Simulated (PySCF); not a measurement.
## Computed structure and properties of [Ce(NH2)3]+

System: [Ce(NH2)3]+ (singlet); start: displaced along the imaginary mode (C1). Method: PySCF 2.14.0, RKS PBE0, Ce lcecp-2-SVP with ECP46, N def2-SVP, H def2-SVP; non-relativistic Hamiltonian with scalar-relativistic core potentials where named; density fitting; no spin-orbit coupling.

Input of the relaxation:

```python
mol = gto.M(atom='''
Ce     0.00000     0.00000     0.00000
N      2.15684     0.00003    -0.01733
H      2.75350    -0.02740     0.81856
H      2.80901     0.02748    -0.80734
N     -1.07845     1.86786     0.00715
H     -1.61266     2.29367     0.81064
H     -1.16867     2.52356    -0.81527
N     -1.07839    -1.86790     0.01018
H     -1.59125    -2.31163     0.80966
H     -1.18993    -2.50568    -0.81625''',
    basis={'Ce': 'lcecp-2-SVP', 'N': 'def2-SVP', 'H': 'def2-SVP'},
    ecp={'Ce': 'lcecp-2-SVP'},
    charge=1, spin=0)
mf = dft.RKS(mol, xc='PBE0')
mf.grids.atom_grid = (50, 194)  # f atoms: unpruned, at least (60, 302)
mf = mf.density_fit()  # fitting sets: Ce AutoAux, N def2-universal-JKFIT, H def2-universal-JKFIT
mf.conv_tol = 1e-08; mf.max_cycle = 55
mf.kernel(dm0)  # dm0: converged density of the start geometry
# quasi-Newton relaxation in Cartesian coordinates to a largest gradient under 0.00045 Eh/bohr, steps kept in the point group
```

Run from Python with OMP_NUM_THREADS=2; the lines above give its settings. Where DIIS fails, smearing, a level shift and second-order steps follow.
It took 3.4 min on 2 threads of Arm Neoverse V1 (shared host), from the converged density of the start.

Course of the relaxation:

```
step  energy above end (eV)  largest force component within the symmetry (eV/Å)
   0                 1.9198                                               1.177
   1                 1.5939                                               0.594
   2                 1.1935                                               1.249
   3                 0.9390                                               1.720
   4                 0.8389                                               2.899
   5                 0.7227                                               1.748
   6                 0.6356                                               1.860
   7                 0.6094                                               1.320
  39                 0.0012                                               0.043
  40                 0.0008                                               0.041
  41                 0.0005                                               0.038
  42                 0.0002                                               0.029
  43                 0.0001                                               0.024
  44                 0.0000                                               0.020
```
(The steps between are left out.)

Relaxed geometry (C3v):

```xyz
10

Ce    0.0404    0.0354    0.4645
N     2.0667    0.0034   -0.1594
H     2.6445   -0.8324   -0.2869
H     2.6482    0.8094   -0.4049
N    -1.0436    1.7993    0.0058
H    -2.0610    1.9013   -0.0439
H    -0.6397    2.7106   -0.2277
N    -1.0170   -1.7930    0.2663
H    -2.0335   -1.9107    0.2359
H    -0.6049   -2.7233    0.1503
```

```
     contact      Å
Ce1–N2 (NH2)  2.120
Ce1–N5 (NH2)  2.121
Ce1–N8 (NH2)  2.122
```

On the finer grid (75, 302):

```
HOMO                                                          : not given (4f levels lie in the core)
LUMO                                                          : not given (4f levels lie in the core)
Dipole about the centre of mass                               : 1.08 D
Set of Mulliken populations of Ce1 outside the core potential : s 2.13, p 6.13, d 2.19, f 0.13
D3(BJ) dispersion energy (not in the energies)                : -0.157 eV
```

```
atom  Mulliken (e)  Löwdin (e)  spin (e)
 Ce1          1.42        1.26      0.00
  N2         -0.52       -0.30      0.00
  H3          0.19        0.11      0.00
  H4          0.19        0.11      0.00
  N5         -0.52       -0.30      0.00
  H6          0.19        0.11      0.00
  H7          0.19        0.11      0.00
  N8         -0.52       -0.30      0.00
  H9          0.19        0.11      0.00
 H10          0.19        0.11      0.00
```

The large-core potential holds the 4f shell empty.

On the grid (50, 194), as all that follows. Harmonic modes: a minimum; lowest 67 cm⁻¹ (negative: unstable), highest 3601 cm⁻¹, zero-point energy 2.035 eV.

Taking off one NH2 (charge -1, singlet; the rest: singlet) in vacuum, both parts rigid, costs 17.09 eV; the small basis without counterpoise inflates it. Most of it is the attraction of opposite charges; other ways to part are cheaper, and one spin state was tried for the rest.

Rigid scan of NH2 along the line from its metal:

distance to N2 (Å), energy (eV) and a bar:
```
     1.82      1.426 ########
     1.92      0.552 ###
     2.02      0.121 #
     2.12      0.000 
     2.22      0.092 #
     2.32      0.326 ##
     2.52      1.033 ######
     2.82      2.276 ##############
     3.22      3.755 ######################
     3.72      5.036 ##############################
```

One start shape was tried, so this needn't be the lowest isomer.
